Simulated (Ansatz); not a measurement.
The cluster OsO2, relaxed as a singlet with RKS r2SCAN-D4/def2-TZVP in Ansatz, starting from the GFN2-xTB geometry. Force threshold 0.02 eV/Å.

In the def2 sets Os takes a core potential; there is no spin–orbit coupling. The structure holds 1 bond(s) between oxygen atoms. The restricted singlet is unstable towards broken spin symmetry in Hartree–Fock (as tested in another run); at r2SCAN-D4/def2-TZVP this wasn't settled. Another isomer (triplet) lies 5.13 eV lower at PBE0-D4/def2-TZVP; other spin states weren't run for this one.

Start:

```
atom    x (Å)    y (Å)    z (Å)
 Os1  -0.7930  -0.8392   0.2204
  O2   0.0706   0.8394   0.3167
  O3   0.7224  -0.0002  -0.5371
```

```
step  energy (eV)  largest force component (eV/Å)  SCF passes
   1   -6556.6486                           0.571          41
   2   -6556.6522                           0.109          40
   3   -6556.6524                           0.013          41
```

Force components are those of the run's own axes.

End:

Cartesian coordinates in Å:
```
Os -0.787 -0.833 0.219
O 0.068 0.836 0.317
O 0.719 -0.003 -0.536
```

By distances, no bond broke or formed. The bond that changes most is Os1–O3, from 1.89 to 1.88 Å (atoms count from 1).

No frequencies were taken in this run, so the end may be a saddle point.

Run time 9.5 s (4 threads of AMD EPYC 7R43 on a shared host).
